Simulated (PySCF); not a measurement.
C₂H₆N₂Si.

```xyz
11

C      2.6001    -0.3041     0.0881
C      1.3857    -0.1313     0.1797
Si    -0.4520     0.0654     0.3438
N     -1.4348    -1.2366    -0.2477
N     -0.8111     1.4618    -0.6209
H      3.6685    -0.4563     0.0063
H     -0.7448     0.1007     1.8221
H     -1.3333    -1.5243    -1.2248
H     -1.5844    -2.0478     0.3570
H     -0.1118     2.2046    -0.6873
H     -1.7602     1.8430    -0.6127
```

Geometry optimised at PBE-D3(BJ)/def2-SVP. The structure was generated by enumeration, and PubChem lists no compound with its InChIKey, so it may never have been made. The values are those of a single conformer.

All values below come from HF/pcSseg-1 (PySCF). Non-relativistic, no solvent.

Problem. Give the absolute GIAO shielding of each atom: isotropic value and principal components (ppm). (The exact figures need the calculation; the answer reports its results.)

Solution. 
```
atom  σ(iso)    σ11    σ22    σ33   span
----  ------  -----  -----  -----  -----
C1      85.6    3.4    6.3  247.1  243.6
C2      98.5   -3.4   -0.6  299.6  303.1
Si3    442.7  402.2  435.9  489.8   87.6
N4     243.6  212.8  254.1  263.8   51.1
N5     247.7  209.7  263.8  269.5   59.8
H6      28.9   23.9   23.9   38.8   14.9
H7      27.3   24.4   25.0   32.5    8.1
H8      30.5   23.7   26.6   41.4   17.7
H9      30.7   23.9   25.9   42.3   18.4
H10     30.7   23.1   27.4   41.7   18.6
H11     30.7   23.2   26.3   42.8   19.6
```
